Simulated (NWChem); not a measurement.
Species: LiCl anion, doublet; SMILES of the neutral closed-shell parent [Li][Cl]

```xyz
2

Li     0.0000     0.0000    -1.9163
Cl     0.0000     0.0000     0.2393
```
Atoms are numbered in this order, from 1.

Level: B3LYP/def2-SVPD, spin-unrestricted (NWChem), optimised geometry, unscaled harmonic frequencies. The spin multiplicity was typed, not searched, and may not be the lowest. The highest occupied level is positive, so the extra electron may be held by the finite basis.

Problem. List the harmonic frequencies with IR intensities, and the thermochemistry.

Solution. 
```tsv
frequency (cm⁻¹)	IR intensity (km/mol)
494	19.2
```

The zero-point energy comes out as 0.7 kcal/mol. The thermal correction to the enthalpy at 298.15 K (with zero-point energy) is 2.9 kcal/mol and the heat capacity Cv comes out as 6.2 cal/(mol K).

Rigid rotor and harmonic oscillator.
